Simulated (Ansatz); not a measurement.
C$_{6}$H$_{6}$N (SMILES Cc1ccc[c]n1), doublet, geometry from GFN2-xTB; SC-NEVPT2/STO-3G, CASSCF(7,5) (Ansatz, a program for electronic structure).

The Ansatz input:
Ansatz 0.2 input:
```yaml
crystal:
  periodic: [false, false, false]
  atoms:
    - {symbol: C, position_ang: [-2.35493054, 0.06701242, -0.07511577]}
    - {symbol: C, position_ang: [-0.86309137, 0.02269456, -0.03864858]}
    - {symbol: C, position_ang: [-0.09636057, 0.82578944, 0.80021759]}
    - {symbol: C, position_ang: [1.28638333, 0.71609274, 0.78365608]}
    - {symbol: C, position_ang: [1.90664472, -0.19297075, -0.06713894]}
    - {symbol: C, position_ang: [1.04364310, -0.93038362, -0.84885221]}
    - {symbol: N, position_ang: [-0.23222444, -0.83355627, -0.83918504]}
    - {symbol: H, position_ang: [-2.76316516, -0.41543237, 0.81285312]}
    - {symbol: H, position_ang: [-2.70847092, 1.09594078, -0.09488676]}
    - {symbol: H, position_ang: [-2.71763633, -0.45966508, -0.95323877]}
    - {symbol: H, position_ang: [-0.58367658, 1.53007166, 1.45818243]}
    - {symbol: H, position_ang: [1.88711746, 1.33888817, 1.43287470]}
    - {symbol: H, position_ang: [2.97767064, -0.30431803, -0.10619822]}
basis:
  gaussian:
    orbitals: STO-3G
correlation: {method: sc_nevpt2, electrons: all, active_space: {window: {electrons: 7, orbitals: 5}}}
magnetization: {spin_polarized: false, initial_magnetization: 1}
```

What the program printed (banner, timings and long lists left out):

```
Functional definition: HF
583 factors; integrals over basis functions are off by at most 3.2e-5 eV
mean field evaluation 1: about -7659.1252 eV, gradient 2.2e1 eV
mean field evaluation 2: about -7659.4496 eV, gradient 2.2e1 eV
mean field evaluation 4: about -7661.7495 eV, gradient 3.1e0 eV
mean field evaluation 8: about -7661.8232 eV, gradient 8.7e-2 eV
mean field -7661.82165921 eV, -281.5667526067 hartree, gradient 2.4e-6 eV, S^2 0.750000; 0 other end points of the search recorded, 0 dependent functions left out
reference -7661.82165921 eV, -281.5667526067 hartree; 25, 24 occupied and 16, 17 virtual orbitals, 583 factors
state -7662.74749304 eV, -281.6007763724 hartree
state -7662.74749304 eV, -281.6007763724 hartree; corrected -7672.30314677 eV, -281.9519401701 hartree
state -7662.46716756 eV, -281.5904746011 hartree
state -7662.46716756 eV, -281.5904746011 hartree; corrected -7672.31854229 eV, -281.9525059449 hartree
state -7662.46716756 eV, -281.5904746011 hartree; corrected -7672.31854229 eV, -281.9525059449 hartree
the orbitals are reached from a further start. From the first start the search ends at -7662.74749161 eV, -281.6007763200 hartree
WARN: the results are in doubt because another end's mean lies 0.280 eV lower, and its corrected mean 0.015 eV higher
Total energy: -7672.31854229 eV, -281.9525059449 hartree
In doubt: another end's mean lies 0.280 eV lower, and its corrected mean 0.015 eV higher
```
